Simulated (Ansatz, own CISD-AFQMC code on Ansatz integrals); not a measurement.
C2H4Si, SMILES `C1=C[SiH2]1` (charge 0, multiplicity 1).

Cartesian coordinates (Å):
SMILES: C1=C[SiH2]1
```xyz
7

C     -0.7391    -0.6699    -0.0415
C     -0.7456     0.6599    -0.0729
Si     0.9376     0.0063     0.0722
H     -1.4880    -1.4493    -0.0812
H     -1.5021     1.4292    -0.1491
H      1.6747     0.0401     1.3523
H      1.8624    -0.0164    -1.0798
```
Charge 0, spin multiplicity 1.

Frozen-core correlation energies in cc-pVDZ at a geometry from B3LYP-D3(BJ)/def2-TZVP, on an HF energy of -366.91401 Ha (<S^2> = 0.00). Wave-function levels are from Ansatz, the walk from an own CISD-AFQMC code on Ansatz integrals (time step 0.005/Ha, trial state from CCSD amplitudes, largest double 0.09).

| level | correlation energy (mHa) |
|---|---|
| MP2 | -357.3 |
| CCSD | -392.8 |
| CCSD(T) | -407.8 |
| CCSDT(Q) | -409.8 |

Task: What correlation energy does phaseless AFQMC give, and where does it lie among these levels?

Result: -409.9 ± 0.4 mHa (one standard error). AFQMC minus each level: MP2 -52.6 mHa, CCSD -17.2 mHa, CCSD(T) -2.1 mHa, CCSDT(Q) -0.2 mHa.
